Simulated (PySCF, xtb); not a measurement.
C₃H₄ClNSi, SMILES Cl[Si@H]1C=CC=N1.

GFN2-xTB run with xtb at its own geometry gives an orbital gap of 2.12 eV and a dipole moment of 2.86 D.

Coordinates come from a B3LYP-D3(BJ)/def2-SVP optimisation. The structure was generated by enumeration; whether it is a known compound was not checked.

Question: What does PySCF with PBE/def2-TZVP give? (The exact figures need the calculation; the answer reports its results.)

Answer: gap 2.90 eV (levels -6.21 and -3.31 eV), dipole 2.84 D.
